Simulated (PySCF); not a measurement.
A ladder of Hamiltonians for Pd³⁴⁺ (palladium, charge +34)

Occupied: 1s1/2, 2s1/2, 2p1/2, 2p3/2, 3s1/2. Hartree-Fock calculated with PySCF 2.14 in an uncontracted even-tempered set (20 s from 2.7 bohr⁻², ratio 2.3; 15 p from 3.3 bohr⁻², ratio 2.3), Gaussian nucleus throughout. NR is non-relativistic, sf-X2C the spin-free one-electron X2C Hamiltonian, X2C adds the bare one-electron spin-orbit term, X2C-SNSO screens it by Boettger's factors, DC is four-component Dirac-Coulomb, and the Gaunt term is added at first order (total energies over the DC spinors, levels after relaxing the spinors in that mean field). QED terms are absent. Levels marked empty are virtual spinors of this ion; the basis has s and p functions only, so 3d, which can lie below the n = 4 levels, is absent.

| Hamiltonian | E (hartree) | E − E(DC) (hartree) | CPU seconds |
| --- | --- | --- | --- |
| NR | -4002.4110 | 101.7859 | 0.83 |
| sf-X2C | -4102.4109 | 1.7860 | 0.49 |
| X2C | -4103.2008 | 0.9962 | 0.64 |
| X2C-SNSO | -4103.1318 | 1.0651 | 0.71 |
| DC | -4104.1969 | 0.0000 | 41 |
| DC+Gaunt | -4101.0662 | 3.1307 | 72 |

```tsv
level (eV)	NR	sf-X2C	X2C	X2C-SNSO	DC	DC+Gaunt
1s1/2	-25722.8	-26451.4	-26450.0	-26450.2	-26469.5	-26418.6
2s1/2	-5325.2	-5518.7	-5518.4	-5518.4	-5520.7	-5515.7
2p1/2	-5087.8	-5148.2	-5268.0	-5262.5	-5263.3	-5254.7
2p3/2	-5087.8	-5148.2	-5093.4	-5095.7	-5097.3	-5091.2
3s1/2	-2118.2	-2175.5	-2175.4	-2175.4	-2175.9	-2174.7
3p1/2 (empty)	-1984.6	-2007.3	-2036.0	-2034.7	-2034.9	-2032.8
3p3/2 (empty)	-1984.6	-2007.3	-1994.0	-1994.6	-1994.9	-1993.5
4s1/2 (empty)	-1102.6	-1125.6	-1125.6	-1125.6	-1125.8	-1125.3
```

```
interval (eV)      sf-X2C    X2C  X2C-SNSO     DC  DC+Gaunt
2p3/2 − 2p1/2  -2.266e-10  174.7     166.8  166.0     163.6
3p3/2 − 3p1/2  -8.434e-10  41.95     40.06  39.94     39.32
```

Weight of the small component: 1s1/2 0.0284, 2s1/2 0.00617, 2p1/2 0.00608, 2p3/2 0.00587, 3s1/2 0.00227, 3p1/2 0.00220, 3p3/2 0.00215, 4s1/2 0.00113.

Koopmans' value for the highest occupied level at DC+Gaunt: 2174.7 eV, against an ionisation energy of 2181 ± 3 eV (semi-empirical (NIST evaluation); NIST Atomic Spectra Database, ionization energies); the former lacks relaxation, correlation, QED and recoil.

The whole ladder took 130 s of wall time on 1 thread of Intel(R) Xeon(R) Platinum 8259CL CPU @ 2.50GHz (shared host), launched as `OMP_NUM_THREADS=1 python relrun2.py TASK.json OUT` (a driver that calls PySCF for each Hamiltonian).

Dirac-Coulomb iterations, started from the X2C spinors:

```
with_ssss True, with_gaunt False, with_breit False
light speed = 137.03599967994
init E= -4094.50144610956
cycle= 1 E= -4104.1966883038  delta_E= -9.7  |g|=  0.8  |ddm|= 0.0713
cycle= 2 E= -4104.19692817176  delta_E= -0.00024  |g|= 0.0118  |ddm|= 0.00657
cycle= 3 E= -4104.19692864639  delta_E= -4.75e-07  |g|= 0.000551  |ddm|= 0.000435
cycle= 4 E= -4104.19692864747  delta_E= -1.08e-09  |g|= 2.31e-06  |ddm|= 1.66e-05
```
